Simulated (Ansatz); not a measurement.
CH2GaNO, SMILES `N#C[O][GaH2]`. Charge 0, multiplicity 1. Correlated methods include outer-core shells of Ga, which these sets cover unevenly. Scalar relativity is left out up to krypton.

| atom | x (Å) | y (Å) | z (Å) |
| --- | --- | --- | --- |
| N1 | -1.406 | 0.464 | 2.146 |
| C2 | -0.536 | 0.510 | 1.383 |
| O3 | 0.431 | 0.578 | 0.562 |
| Ga4 | 0.481 | -0.339 | -1.040 |
| H5 | -0.777 | -1.204 | -1.289 |
| H6 | 1.807 | -0.009 | -1.762 |

(1) Give the diagnostics of a CCSD(T)/def2-TZVPP run (frozen core, Ansatz 0.2.0). (Estimate.)

## Answers

(1) Ansatz gave: T1 = 0.0154, largest single amplitude 0.023, largest double 0.054, (T) share of the correlation energy 4.4 %, 10 CCSD cycles. The RHF solution is stable towards an unrestricted one. T1 lies under the customary mark of 0.02 for closed shells.
